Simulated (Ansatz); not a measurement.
C$_{3}$H$_{3}$, charge -1, singlet, at a GFN2-xTB geometry (a gas-phase anion, which may not be bound at this level); RPA/6-311G** in Ansatz (a program for electronic structure).

Ansatz was given this input:
Ansatz 0.2 input:
```yaml
crystal:
  periodic: [false, false, false]
  atoms:
    - {symbol: C, position_ang: [0.01518375, -0.05215635, 0.80692694]}
    - {symbol: C, position_ang: [0.00358775, -0.76678282, -0.60757516]}
    - {symbol: C, position_ang: [-0.01975703, 0.56152495, -0.52766124]}
    - {symbol: H, position_ang: [0.93576145, -0.00004142, 1.42844009]}
    - {symbol: H, position_ang: [-0.88424711, -0.03395622, 1.46049464]}
    - {symbol: H, position_ang: [-0.04560120, 1.57848298, -0.91907802]}
basis:
  gaussian:
    orbitals: 6-311G__.json
total_charge: -1
magnetization: {spin_polarized: false}
correlation: {method: rpa}
```
The basis file holds 6-311G** in the JSON format of the Basis Set Exchange.

Write the output that Ansatz gives for this input, abridged.


```
Functional definition: HF
579 factors; integrals over basis functions are off by at most 1.2e-3 eV
mean field evaluation 1: about -3133.4930 eV, gradient 1.9e1 eV
mean field evaluation 2: about -3133.4987 eV, gradient 1.9e1 eV
mean field evaluation 4: about -3134.8020 eV, gradient 3.6e0 eV
mean field evaluation 8: about -3134.8490 eV, gradient 6.6e-4 eV
mean field -3134.84899556 eV, -115.2035757097 hartree, gradient 3.9e-6 eV, S^2 0.000000; 0 other end points of the search recorded, 0 dependent functions left out
3 core orbitals not correlated
reference -3134.84899556 eV, -115.2035757097 hartree; 8, 8 occupied and 61, 61 virtual orbitals, 579 factors
Total energy: -3148.01724385 eV, -115.6874999086 hartree
```
